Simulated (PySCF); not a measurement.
Level of theory: PBE-D3(BJ)/def2-TZVP // B3LYP-D3(BJ)/def2-TZVP (PySCF). All species are isolated molecules in the gas phase. One relaxed conformer stands for a flexible species; it need not be the lowest. Excitations are Tamm–Dancoff values on a coarser integration grid. The basis has no diffuse functions, so Rydberg states are missing or too high.

Reference species (SMILES): `[SiH3]CC(=C)C#N` (neutral, multiplicity 1).

| Property | Value |
|---|---|
| LUMO | -2.43 eV |
| HOMO–LUMO gap | 4.36 eV |
| brightest of the four lowest singlets (TDA) | 5.84 eV |
| HOMO | -6.79 eV |

After one change: the LUMO decreases by 0.20 eV; the HOMO–LUMO gap drops by 0.03 eV; the brightest of the four lowest singlets (TDA) stays essentially unchanged; the HOMO decreases by 0.17 eV.

Name the change that produced these shifts. The new species is one of these.
A. `N#CC/C=C/[SiH3]`
B. `N#CC/C=C\[SiH3]`
C. `C=C([SiH3])CC#N`
D. `C/C(C#N)=C/[SiH3]`

D, `C/C(C#N)=C/[SiH3]`
